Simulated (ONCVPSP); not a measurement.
# Cd (Z = 48), ONCV: configuration errors across variants

ONCVPSP 4.0.1 input, shortened (lines: element, Z, core and valence counts, functional; n l f; lmax; l rc ep ncon nbas qcut; lloc lpopt rc5 dvloc0; l nproj debl; icmod fcfact rcfact), LDA (Perdew-Wang 92), scalar-relativistic:

```
  Cd 48.00    7    4  -001012      upf
    1    0    2.00
    2    0    2.00
    2    1    6.00
    3    0    2.00
    3    1    6.00
    3    2   10.00
    4    0    2.00
    4    1    6.00
    4    2   10.00
    5    0    1.75
    5    1    0.25
    2
    0    2.35    0.00    4    7    2.50
    1    1.40    0.00    3    7    7.70
    2    1.70    0.00    3    8    9.20
    4    5    1.40    2.00
    0    1    1.60
    1    2    3.40
    2    1    3.60
    0    0.00    0.00
```

All-electron excitation energies from the reference (eV): (1) 4p6 4d10 5s2 5p0 -1.165; (2) 4p6 4d10 5s1 5p0 8.456; (3) 4p6 4d9 5s2 5p1 11.438.

3 further variants failed, have other tests or too few solved ones, and are left out.

A true bound ghost makes a file unfit for plane-wave use even where its test errors are small: the radial tests pick states by their node count and pass the ghost by.

Errors AE − PS in meV (a dash: test not solved or not reliable):

| change | (1) | (2) | (3) | bound ghosts | GHOST(+) flags above zero |
| --- | --- | --- | --- | --- | --- |
| base | 0.0 | -3.0 | -15 | s | none |
| s: qcut 1.6 | 0.0 | -2.4 | -6.8 | s | none |
| s: qcut 1.8 | 0.0 | -2.4 | -7.8 | s | none |
| s: qcut 2 | 0.0 | -2.6 | -9.3 | s | none |
| s: qcut 2.3 | 0.0 | -2.8 | -12 | s | none |
| s: qcut 2.7 | 0.0 | -3.2 | -17 | s | none |

Give the same row for: s: qcut 2.9.

0.0, -3.3, -19; bound ghosts: s; GHOST(+) flags above zero: none.
